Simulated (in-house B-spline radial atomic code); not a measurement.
Configurations of Pr⁸⁺, with energies counted from [Kr] 4d10 (4f5/2)1 5s2 (5p1/2)2. Computed with a radial B-spline atomic code at the basis-set limit: Dirac-Hartree-Fock, average of each configuration as written, Fermi nucleus of rms radius 4.8919 fm. Energies include first-order Breit, QED and recoil terms.

Occupations are held fixed; configurations that lie above the ionisation limit could autoionise.

```
                                        configuration  E - E(ref) (eV)  highest orbital  its <r> (bohr)
                      [Kr] 4d10 (4f5/2)1 5s2 (5p3/2)2           8.1661            5p3/2           1.501
                      [Kr] 4d10 5s2 (5p3/2)2 (5d5/2)1           37.818            5d5/2           1.733
                      [Kr] 4d10 5s2 (5p3/2)2 (6d5/2)1               78            6d5/2            3.16
             [Kr] 4d10 (4f5/2)1 5s2 (5p1/2)1 (5g7/2)1           81.323            5g7/2           2.914
             [Kr] 4d10 5s2 (5p1/2)1 (5p3/2)1 (9d5/2)1           107.82            9d5/2           9.267
[Kr] (4d3/2)3 (4d5/2)6 (4f5/2)1 5s2 (5p1/2)2 (7p3/2)1           202.38            7p3/2           4.286
[Kr] (4d3/2)3 (4d5/2)6 (4f7/2)1 5s2 (5p1/2)2 (7f5/2)1           215.47            7f5/2           5.855
[Kr] (4d3/2)3 (4d5/2)6 (4f7/2)1 5s2 (5p3/2)2 (7g7/2)1           228.72            7g7/2           6.773
```

**Question.** Order these further configurations by energy, lowest first.
A. [Kr] (4d3/2)3 (4d5/2)6 (4f5/2)2 5s2 (5p1/2)1 (5p3/2)1
B. [Kr] 4d10 5s2 (5p1/2)2 (7p3/2)1
C. [Kr] 4d10 (4f7/2)1 5s2 (5p1/2)1 (5p3/2)1
D. [Kr] 4d10 (4f7/2)1 5s2 (5p1/2)1 (7f5/2)1
E. [Kr] 4d10 (4f5/2)1 5s2 (5p3/2)1 (6f7/2)1

**Answer.** C (3.9474 eV), B (81.068 eV), E (91.369 eV), D (98.948 eV), A (124.81 eV).

**Question.** How far above the reference does [Kr] (4d3/2)3 (4d5/2)6 (4f5/2)1 5s2 (5p1/2)1 (5p3/2)1 (8d5/2)1 lie?

**Answer.** 222.8 eV; its least bound orbital is 8d5/2 with <r> = 6.894 bohr.

**Question.** How far above the reference does [Kr] 4d10 (4f7/2)2 5s2 (5p3/2)1 lie?

**Answer.** 14.238 eV; its least bound orbital is 4f7/2 with <r> = 0.8764 bohr.

**Question.** How far above the reference does [Kr] 4d10 (4f5/2)1 5s2 (5p3/2)1 (8g9/2)1 lie?

**Answer.** 113.31 eV; its least bound orbital is 8g9/2 with <r> = 9.282 bohr.
